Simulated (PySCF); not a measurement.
Se(OH)(SH) (H₂OSSe), SMILES [Se](O)S. Atoms are numbered in the order given.

```xyz
5

Se     0.4788    -0.1137     0.3758
O      0.0654    -1.7963    -0.2246
H      0.5208    -1.8903    -1.0826
S     -0.9578     1.1912    -0.6333
H     -1.9973     1.0684     0.2355
```
Charge 0, spin multiplicity 1.

Geometry: PBE-D3(BJ)/def2-TZVP. The values are those of a single conformer.

Calculation: TDDFT-CAM-B3LYP/def2-SVPD (PySCF).

Vertical excitations. Isolated molecule, no solvent.

Computed lowest excited states:
```
state  energy (eV)  λ (nm)      f                                                                 main pairs
-----  -----------  ------  -----  -------------------------------------------------------------------------
S1            4.12     301  0.001                                           HOMO→LUMO+1 73 %, HOMO→LUMO 22 %
S2            4.24     292  0.003                                           HOMO→LUMO 75 %, HOMO→LUMO+1 21 %
S3            5.14     241  0.004                                       HOMO−1→LUMO 74 %, HOMO−1→LUMO+1 19 %
S4            5.82     213  0.011                     HOMO−1→LUMO+1 61 %, HOMO−1→LUMO 16 %, HOMO−2→LUMO 15 %
S5            5.95     208  0.014                     HOMO−2→LUMO 35 %, HOMO−2→LUMO+1 33 %, HOMO→LUMO+2 23 %
S6            5.97     208  0.017                                       HOMO→LUMO+2 70 %, HOMO−2→LUMO+1 17 %
S7            6.47     192  0.022                                                         HOMO−1→LUMO+2 82 %
S8            6.84     181  0.028                                                           HOMO→LUMO+3 82 %
S9            7.08     175  0.315  HOMO−2→LUMO+1 31 %, HOMO−2→LUMO 27 %, HOMO−1→LUMO+1 10 %, HOMO→LUMO+3 8 %
S10           7.32     169  0.037                                                           HOMO→LUMO+4 86 %
T1            3.29     377      0                                           HOMO→LUMO 64 %, HOMO→LUMO+1 28 %
T2            3.59     345      0                                           HOMO→LUMO+1 63 %, HOMO→LUMO 29 %
T3            4.46     278      0                                                           HOMO−1→LUMO 80 %
T4            5.18     239      0                                       HOMO−2→LUMO 75 %, HOMO−2→LUMO+1 15 %
```
Triplets are in the Tamm–Dancoff approximation, which puts them higher than full response would, so one can lie above its singlet here.
